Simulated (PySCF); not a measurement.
B₃H₄NO₃.
Atom-mapped SMILES: `[NH2:1][B:2]1[O:3][BH:4][O:5][BH:6][O:7]1` (hydrogens: H8, H9 on N1; H10 on B4; H11 on B6)

Method: PBE0-D3(BJ)/def2-SVP geometry optimisation, gas phase in PySCF 2.14.0; density fitting, grid level 1; the optimiser is geomeTRIC in internal coordinates, started from a GFN2-xTB structure with every atom displaced at random (about 0.01 Å).

Step 2: E = -9716.1386 eV
```
atom  x, y, z in Å  |  force x, y, z in eV/Å
N1      2.0302   -0.5673   -0.3590   -0.099  -0.211  -0.042
B2      0.7154   -0.2437   -0.0170    0.058   0.014   0.357
O3     -0.3575   -1.0391   -0.3895   -0.220   0.215  -0.170
B4     -1.6395   -0.5876   -0.2001    0.334  -0.277  -0.021
O5     -1.8631    0.5882    0.4639   -0.008   0.085  -0.025
B6     -0.8073    1.3155    0.9622   -0.011  -0.080   0.128
O7      0.4663    0.8938    0.7452    0.027   0.119  -0.187
H8      2.8203   -0.0300   -0.0326   -0.040   0.033  -0.008
H9      2.2631   -1.4257   -0.8401   -0.019   0.084  -0.006
H10    -2.5653   -1.2372   -0.6097   -0.032   0.001   0.007
H11    -1.0212    2.3068    1.6118    0.009   0.017  -0.034
```

Step 3: E = -9716.1503 eV
```
atom  x, y, z in Å  |  force x, y, z in eV/Å
N1      2.0233   -0.5806   -0.3538   -0.064   0.119   0.146
B2      0.7170   -0.2250   -0.0148    0.114  -0.117   0.130
O3     -0.3473   -1.0183   -0.4144   -0.163   0.151  -0.073
B4     -1.6266   -0.5937   -0.1996    0.079  -0.150  -0.055
O5     -1.8587    0.5762    0.4757    0.024   0.075   0.062
B6     -0.8095    1.3169    0.9704   -0.096  -0.038  -0.008
O7      0.4688    0.9180    0.7373    0.062  -0.025  -0.148
H8      2.8156   -0.0520   -0.0205    0.045   0.008  -0.035
H9      2.2419   -1.4303   -0.8496    0.005  -0.043  -0.051
H10    -2.5513   -1.2503   -0.6047   -0.011   0.014   0.027
H11    -1.0315    2.3127    1.6091    0.004   0.007   0.006
```

Task: Estimate the geometry and energy of step 4. (The exact step hangs on the optimiser's Hessian estimate; all steps are aligned on step 3, rigid shifts and turns removed.)

Result: E = -9716.1567 eV, largest force 0.129 eV/Å
```
atom  x, y, z in Å  |  force x, y, z in eV/Å
N1      2.0260   -0.5856   -0.3340   -0.009   0.024   0.109
B2      0.7184   -0.2229   -0.0152    0.039   0.057  -0.088
O3     -0.3521   -0.9932   -0.4494    0.116  -0.034  -0.019
B4     -1.6277   -0.5971   -0.2014   -0.099   0.018  -0.002
O5     -1.8600    0.5629    0.4954    0.013   0.019   0.065
B6     -0.8103    1.3135    0.9703   -0.065   0.013  -0.042
O7      0.4703    0.9308    0.7151   -0.025  -0.041   0.020
H8      2.8273   -0.0647   -0.0093   -0.016   0.027  -0.006
H9      2.2365   -1.4242   -0.8498    0.030  -0.105  -0.069
H10    -2.5565   -1.2579   -0.5917    0.015   0.014   0.015
H11    -1.0303    2.3120    1.6051    0.000   0.008   0.017
```

The energy changes by -0.0064 eV. The first-order estimate −F·Δx gives -0.0131 eV and the mean of the old and new forces, exact on a quadratic surface, -0.0066 eV. The step makes an angle of 65° with the force vector and moves no atom by more than 0.043 Å.

What follows is the cost of the whole optimisation. Time: 43 s; peak memory 0.51 GiB. Hardware: one thread of an Arm Neoverse V2, shared host with 96 logical CPUs at a one-minute load of 74.
